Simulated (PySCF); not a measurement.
PySCF 2.14 output of an unrestricted LDA calculation on a single atom or ion in cc-pVDZ-X2C (8s7p5d3f1g, 84 functions), with the spin-free X2C one-electron Hamiltonian (Gaussian nucleus):

```
SCF conv_tol = 1e-09
number electrons alpha = 34  beta = 29
    P. A. M. Dirac.,  Math. Proc. Cambridge Philos. Soc. 26, 376 (1930)
    F. Bloch.,  Z. Phys. 57, 545 (1929)
    S. H. Vosko, L. Wilk, and M. Nusair.,  Can. J. Phys. 58, 1200 (1980)
cycle= 1 E= -12146.4962332458  delta_E= -0.00902  |g|= 0.33  |ddm|= 0.303
cycle= 2 E= -12146.4751934633  delta_E= 0.021  |g|= 0.523  |ddm|= 0.362
cycle= 3 E= -12146.5086881136  delta_E= -0.0335  |g|= 0.0121  |ddm|= 0.249
cycle= 4 E= -12146.5087095363  delta_E= -2.14e-05  |g|= 0.000586  |ddm|= 0.00844
cycle= 5 E= -12146.5087095766  delta_E= -4.03e-08  |g|= 1.25e-05  |ddm|= 0.000218
cycle= 6 E= -12146.5087095766  delta_E= -3.46e-11  |g|= 9.01e-07  |ddm|= 1.24e-05
converged SCF energy = -12146.5087095766  <S^2> = 8.7523857  2S+1 = 6.0007952
```

The run itself started from symmetry-adapted Hartree-Fock orbitals and held the occupation by maximum overlap, on a logarithmic radial grid, so the iterations belong to that start.

Which element, charge and spin multiplicity is this?

Dy³⁺ (dysprosium, charge +3), multiplicity 6; the state was [Xe] 4f9, one real determinant.

⟨L²⟩ = 24.01 against 30 for a pure H term, so this real determinant mixes terms. Spin-orbit coupling, absent here, splits the open shell strongly.
